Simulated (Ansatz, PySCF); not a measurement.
Species: CH₃AlF, charge 0, doublet. CH3AlF (SMILES [CH3][Al][F], doublet).
B3LYP-D3(BJ)/def2-TZVP minimum from Ansatz (an electronic-structure program):
```
C
H 1 1.0896
H 1 1.0937 2 109.12
H 1 1.0937 2 109.12 3 117.96
Al 1 1.9765 2 112.88 3 -121.02
F 5 1.6675 1 115.82 2 180.00
```
Charge 0, spin multiplicity 2.

Wanted: enthalpy of formation at 298 K (by atomisation, with ideal-gas terms from PySCF's Hessian at B3LYP-D3(BJ)/def2-TZVP and the atoms' measured values of the G2/97 table; no spin-orbit terms), in kJ/mol. Radicals and triplets start from unrestricted determinants; spin-orbit coupling is neglected. Cores are frozen in correlated methods. Rows without X2C or -DK are non-relativistic. CBS(X,Y): correlation extrapolated as X^-3, Hartree-Fock from the larger set. A bracket is a step between two methods taken in the basis named. '+ core + X2C': CCSD(T) terms for core correlation (cc-pwCVTZ, 1s frozen past Ne) and scalar relativity (cc-pVTZ-DK). Where a partner has so few electrons that a lower coupled-cluster level is exact, that level stands in. The spin of CH3AlF ([CH3][Al][F], doublet) was assumed, and the state is the lowest solution found for it.

```json
[
 {"level": "HF/cc-pV(T+d)Z", "program": "Ansatz", "enthalpy of formation at 298 K (kJ/mol)": "243.5", "difference against the last row": "506.0"},
 {"level": "HF/cc-pV(Q+d)Z", "program": "Ansatz", "enthalpy of formation at 298 K (kJ/mol)": "233.5", "difference against the last row": "496.0"},
 {"level": "MP2/cc-pV(T+d)Z", "program": "Ansatz", "enthalpy of formation at 298 K (kJ/mol)": "-250.7", "difference against the last row": "11.8"},
 {"level": "CCSD/cc-pV(D+d)Z", "program": "Ansatz", "enthalpy of formation at 298 K (kJ/mol)": "-60.3", "difference against the last row": "202.2"},
 {"level": "CCSDT(Q)/cc-pV(D+d)Z", "program": "Ansatz", "enthalpy of formation at 298 K (kJ/mol)": "-78.3", "difference against the last row": "184.2"},
 {"level": "CCSD(T)/CBS(cc-pV(T+d)Z,cc-pV(Q+d)Z) + [CCSDT(Q) - CCSD(T)]/cc-pV(D+d)Z + core + X2C", "program": "Ansatz", "enthalpy of formation at 298 K (kJ/mol)": "-262.5", "difference against the last row": "0.0"}
]
```
